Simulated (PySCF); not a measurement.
C3H10FNSi, SMILES CN(C)C[SiH2]F.

Coordinates come from a B3LYP-D3(BJ)/def2-SVP optimisation. This is a generated structure with no PubChem entry under its InChIKey; it may be hypothetical. One conformer was computed; it need not be the lowest.

The numbers are results of PBE0/def2-TZVP (PySCF), not measurements.

Isolated molecule, no solvent.

```yaml
total_energy: -564.15392 hartree
highest_occupied_level: -6.30 eV
lowest_empty_level: 0.39 eV
orbital_gap: 6.69 eV
dipole_moment: 2.20 D
quadrupole, principal values (traceless, Buckingham form, about the centre of nuclear charge): -6.48, 2.60, 3.88 D·Å
mean_static_polarisability: 71.9 bohr³ (10.65 Å³)
polarisability_principal_values: 63.6, 69.2, 82.8 bohr³
```
